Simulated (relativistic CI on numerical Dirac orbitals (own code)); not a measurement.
K15+: q coefficients and field-shift factors

Method of calculation: Dirac-Coulomb-Breit CI, separate exchange-only KLI orbitals for each configuration, derivatives by finite differences, unscaled Slater integrals, QED left out (own radial code, finite nucleus).

Configuration list (outside the closed core 1s2): 2s2, 2s.2p, 2p2, 2p.3s, 2p.3p, 2s.3s, 2s.3p, 2s.3d. Levels of other configurations are missing.

With x = (α/α₀)² − 1 an excitation energy changes as ω = ω₀ + qx; K = 2q/ω₀ is the relative enhancement. Terms are leading LS components, so labels can repeat. The field-shift factor is F = δν/δ⟨r²⟩ for the transition from the lowest level.

Lowest level 2s2 1S_0.

| Level | ω₀ (cm⁻¹) | q (cm⁻¹) | K | F (GHz/fm²) |
| --- | --- | --- | --- | --- |
| 2s.2p 3P°_0 | 245756 | 5013 | 0.0408 | -21.7 |
| 2s.2p 3P°_1 | 254781 | 13270 | 0.104 | -21.7 |
| 2s.2p 3P°_2 | 276220 | 35780 | 0.259 | -21.7 |
| 2s.2p 1P°_1 | 499533 | 28550 | 0.114 | -22.8 |
| 2p2 3P_0 | 652197 | 28170 | 0.0864 | -46 |
| 2p2 3P_1 | 665418 | 44250 | 0.133 | -46.1 |
| 2p2 3P_2 | 681871 | 57540 | 0.169 | -46.1 |
| 2p2 1D_2 | 752886 | 60430 | 0.161 | -46 |
| 2p2 1S_0 | 918912 | 58750 | 0.128 | -43.9 |
| 2s.3s 3S_1 | 4446760 | 25860 | 0.0116 | -12.1 |
| 2s.3s 1S_0 | 4493861 | 26870 | 0.012 | -12.5 |
| 2s.3p 1P°_1 | 4565359 | 29080 | 0.0127 | -19.1 |
| 2s.3p 3P°_0 | 4566501 | 27670 | 0.0121 | -18.3 |
| 2s.3p 3P°_1 | 4572605 | 36090 | 0.0158 | -19.1 |
| 2s.3p 3P°_2 | 4575264 | 36500 | 0.016 | -18.3 |
| 2s.3d 3D_1 | 4632858 | 36300 | 0.0157 | -18.5 |
| 2s.3d 3D_2 | 4633959 | 37360 | 0.0161 | -18.4 |
| 2s.3d 3D_3 | 4635771 | 39150 | 0.0169 | -18.3 |
| 2s.3d 1D_2 | 4683331 | 38020 | 0.0162 | -18.4 |
| 2p.3s 3P°_0 | 4757548 | 32660 | 0.0137 | -36.3 |
| 2p.3s 3P°_1 | 4764847 | 37510 | 0.0157 | -36.1 |
| 2p.3s 3P°_2 | 4789494 | 64960 | 0.0271 | -36.3 |
| 2p.3s 1P°_1 | 4828297 | 58910 | 0.0244 | -35 |

At this charge energies of transitions that change n are usually good to better than 1 %, and those within a shell (Δn = 0) to a few per cent.
